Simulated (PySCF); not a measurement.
**How methods differ on the ionisation energy of Hf³⁴⁺**

Hf³⁴⁺ [Kr] 4d2 (3F) → Hf³⁵⁺ [Kr] 4d1 (2D), as a difference of total energies. All numbers are calculated (PySCF 2.14, scalar relativity by spin-free X2C-1e, in an even-tempered Gaussian basis (19 s from 3.2 bohr⁻², ratio 2.5; 14 p from 4.1 bohr⁻², ratio 2.5; 9 d from 4.1 bohr⁻², ratio 2.5; 4 f from 17 bohr⁻², ratio 2.7; 3 g from 25 bohr⁻², ratio 2.7)). The calculations carry no spin-orbit coupling.

| method | ionisation energy (eV) |
| --- | --- |
| UHF | 1408.5 |
| r2SCANh | 1410.1 |
| M06-2X | 1409.9 |

Spin-orbit coupling is strong in these open shells (close to jj coupling). The scalar numbers leave it out and a first-order estimate fails, so it can dominate the gap to the real levels.

Breit and QED terms and the two-electron picture change are absent.

For comparison: 1417 ± 5 eV (theoretical estimate listed by NIST; NIST Atomic Spectra Database, ionization energies).
